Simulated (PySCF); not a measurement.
SMILES [GeH3][Te][SeH] (H₄GeSeTe) (B3LYP/def2-SVP optimised geometry):

```
7

Te     0.125     1.602     0.000
Se    -2.407     1.131    -0.060
H     -2.591     1.081     1.407
Ge     0.862    -0.895     0.000
H      0.330    -1.602    -1.261
H      2.407    -0.895     0.000
H      0.334    -1.600     1.265
```

Computed with B3LYP/def2-TZVP, def2 effective core potentials past Kr (PySCF).

**Question.** What are the frontier orbital energies and the dipole moment?

**Answer.** HOMO-2 -8.41 eV, HOMO-1 -6.69 eV, HOMO -6.35 eV, LUMO -2.38 eV, LUMO+1 -1.17 eV; dipole moment 1.05 D.

On the same geometry PBE/def2-TZVP, def2 effective core potentials past Kr (PySCF) gives HOMO-2 -7.59 eV, HOMO-1 -5.83 eV, HOMO -5.54 eV, LUMO -2.95 eV, LUMO+1 -1.71 eV; dipole moment 0.98 D.
